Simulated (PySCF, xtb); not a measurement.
B(Et)(OH)(NH2) (C2H8BNO), SMILES NB(CC)O.

GFN2-xTB (xtb) at its own geometry gives an orbital gap of 7.08 eV and a dipole moment of 2.82 D.

Coordinates come from a B3LYP-D3(BJ)/def2-SVP optimisation. Other conformers were not sampled.

### Question
What does PBE/def2-TZVP (PySCF) give? (Estimate from the structure and the level; the computed values follow.)

### Answer
gap 6.08 eV (levels -6.28 and -0.20 eV), dipole 2.55 D.
